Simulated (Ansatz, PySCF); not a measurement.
Cl2In (SMILES [Cl][In][Cl]), doublet, geometry from GFN2-xTB (such geometries of metal compounds can be far from the true shape) (the spin is typed, not shown lowest) (core potentials on In). Base run: PySCF with WB97M-V/def2-SVP.

Input for PySCF:
```python
from pyscf import gto, scf, dft

mol = gto.Mole()
mol.atom = '''
    In    0.34757531   -0.02025724    0.39100460
    Cl    1.00831653    0.38636565   -1.88660393
    Cl   -2.01015125   -0.32797714    0.75959066
'''
mol.basis = 'def2-svp'
mol.ecp = {'In': 'def2-svp'}
mol.spin = 1
mol.verbose = 4
mol.build()

mf = dft.UKS(mol)
mf.xc = 'wb97m_v'
mf.kernel()
```

The same geometry, method and basis name were run in Ansatz (a program for electronic structure) and PySCF, at each program's defaults and at the settings that a row names. The base is PySCF at its defaults. Differences at the defaults can come from grids, fitting, cores and function types together.

```tsv
code and settings	ΔE vs base (µEh)	basis functions	E (Eh)	SCF cycles	dipole (D)
PySCF, defaults (exact integrals, its default grid, spherical functions)	0.0	62	-1110.22993	12	2.85
Ansatz, defaults (factorised integrals, its default grid, spherical functions)	-3.4	62	-1110.22993	-	-
PySCF, density fitting with def2-universal-jkfit	-41.9	62	-1110.22997	12	2.85
PySCF, fine grid	-4.6	62	-1110.22993	12	2.85
Ansatz, high accuracy	-2.7	62	-1110.22993	-	-
```

Open shells are given as the SCF converged; they aren't shown to be the lowest states, and a large step between rows can be another state.
